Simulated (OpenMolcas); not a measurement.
## S II: Slater's ratio, thermal populations, worked from levels

* Program: OpenMolcas
* Basis: ANO-L-VTZP [5s4p2d1f]
* Scalar Hamiltonian: non-relativistic, point nucleus
* Active space: 3 electrons in 3 orbitals (3p)
* State averaging: 2S+1 = 4 odd, 1 root; 2S+1 = 2 odd, 8 roots
* Spin-orbit coupling: RASSI with atomic mean-field integrals over the reference wave functions, term energies averaged over their components

Methods: CASSCF; SS-CASPT2, IPEA 0.25 Eh, imaginary shift 0.1 Eh (closed shells correlated: 2s 2p 3s). Measured levels: NIST Handbook of Basic Atomic Spectroscopic Data.

**Slater's ratio.** With one set of orbitals, p3 has ²D° - ⁴S° = 9 F2 and ²P° - ²D° = 6 F2 (F2 = F²/25), a ratio of 2/3. Term energies are centres of gravity, weighted by 2J + 1.

```tsv
Source	²D° - ⁴S°	²P° - ⁴S°	F2 from the first	Ratio
CASSCF	19225	31920	2136	0.660
SS-CASPT2	15704	26555	1745	0.691
measured	14872	24556	1652	0.651
```

Energies in cm-1. A ratio away from 2/3 shows effects beyond one configuration with one set of orbitals, and in heavier atoms second-order spin-orbit shifts.

**Thermal populations.** Z = Σ (2J + 1) exp(-E/kT) with k = 0.695035 cm-1/K, over the levels below. No other level of either list lies under 79300 cm-1, which is above 7 kT at each temperature.

```tsv
Level	2J + 1	SS-CASPT2	measured
3s² 3p³ ⁴S°_3/2	4	0.0	0.0
3s² 3p³ ²D°_3/2	4	15690	14853
3s² 3p³ ²D°_5/2	6	15710	14885
3s² 3p³ ²P°_1/2	2	26540	24525
3s² 3p³ ²P°_3/2	4	26560	24572
```

```csv
T (K),"Z, SS-CASPT2","Z, measured levels","Ground level (%), SS-CASPT2","Ground level (%), measured levels"
8000,4.644,4.762,86.1,84.0
12000,5.770,5.997,69.3,66.7
```

At 12000 K, kT = 8340 cm-1, and the computed levels give Z = 4.000 + 0.610 + 0.912 + 0.083 + 0.166 = 5.770.

CASPT2 does not keep the components of a term degenerate, so their means are used; among the terms shown or strongly mixed into the levels shown the widest spread is 140 cm-1 (3s² 3p³ ²D°, SS-CASPT2). With the s shell closed, the reference lacks s² → p² mixing. Without dynamic correlation excited terms often stand tens of per cent too high (terms of higher spin than the ground term too low), and those without a measured partner can miss by more than the paired ones (holds for CASSCF). Measured partners are found by configuration, term and J. A level has none where our copy of the source lacks it or the pairing is in doubt (some pairs that miss far off the trend of their configuration count as doubtful), and it then counts in no deviation. Only configurations of the active space appear.

° marks odd parity.
